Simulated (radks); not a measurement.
The nitrogen anion N2-, [He] 2s2 2p5, held by a Watson sphere: a shell of charge +2 at radius R that stands for the Madelung well of a crystal (potential energy -2/R inside, -2/r outside, in hartree with lengths in bohr). All-electron calculation, non-relativistic Kohn-Sham, LB94 model potential, spin-unpolarised, spherical densities, point nucleus. Program: a radial shooting solver on a logarithmic mesh with Libxc functionals. Response by self-consistent Sternheimer equations with the Hartree and adiabatic LDA kernel. The sphere does not respond.

R (bohr)  e(1s) (eV)  e(2s) (eV)  e(2p) (eV)  <r> 2p (bohr)  sum of <r^2> (bohr^2)  X-ray form factor at sin(theta)/lambda = 0.2 1/angstrom  alpha (bohr^3)
1.77         -401.30     -23.712     -12.790          1.588                  21.22                                                    5.191           12.80
2.07         -401.11     -22.190     -11.576          1.671                  23.40                                                    5.025           16.65
2.72         -400.20     -19.587      -9.336          1.825                  27.81                                                    4.813           28.49
3.52         -398.86     -17.387      -7.258          1.978                  32.86                                                    4.714           52.12
3.53         -398.85     -17.365      -7.236          1.980                  32.92                                                    4.714           52.50
3.63         -398.69     -17.147      -7.021          1.997                  33.54                                                    4.708           56.38
3.67         -398.63     -17.063      -6.938          2.003                  33.79                                                    4.706           58.00
